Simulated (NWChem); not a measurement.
System: C₃H₉In; SMILES [CH3][In]([CH3])[CH3]

Computed with NWChem. The geometry was optimised at PBE0/def2-SVP. No frequency run checked for a minimum. def2 effective core potentials on In; no spin-orbit coupling. Total energies compare along this basis series because the functional is fixed.

| level | basis functions | energy (Ha) | highest occupied level (eV) | orbital gap (eV) | relative time |
|---|---|---|---|---|---|
| PBE0/def2-SVP | 113 | -309.6017 | -6.96 | 6.17 | 1 |
| PBE0/def2-SVPD | 164 | -309.6096 | -7.07 | 6.20 | 4 |
| PBE0/def2-TZVP | 197 | -309.7431 | -7.01 | 6.14 | 4 |
| PBE0/def2-TZVPD | 248 | -309.7437 | -7.02 | 6.14 | 9 |

Times are rough ratios from one shared machine.
